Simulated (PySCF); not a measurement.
# Mg (magnesium, neutral) across methods

[Ne] 3d2, high-spin 3F determinant (an excited configuration). Calculation: PySCF 2.14, in aug-cc-pV5Z (8s7p5d4f3g2h, 131 functions); the non-relativistic Hamiltonian (point nucleus).

```
   method  E (hartree)  mean ε 2p α (eV)  mean ε 2p β (eV)  mean ε 3d α (eV)  Σ⟨r²⟩ (bohr²)   ⟨S²⟩
BHandHLYP    -199.5684           -63.929           -63.914            -1.671          76.27  2.000
   revPBE    -199.5562           -55.710           -55.691            -1.321          74.71  2.000
     PBE0    -199.4778           -59.876           -59.858            -1.577          76.05  2.000
      LDA    -198.6293           -55.998           -55.980            -1.177          75.87  2.000
      UHF   -199.13039           -70.982           -70.977            -2.170          79.64  2.000
      PBE    -199.4665           -55.777           -55.756            -1.286          74.63  2.000
```

Q: Estimate the same row for r2SCAN.

A: E (hartree) = -199.5581; mean ε 2p α (eV) = -57.223; mean ε 2p β (eV) = -57.215; mean ε 3d α (eV) = -1.220; Σ⟨r²⟩ (bohr²) = 76.64; ⟨S²⟩ = 2.000.

The outer electron is Rydberg-like, and this basis confines it to a smaller radius and binds it less than a complete one would.
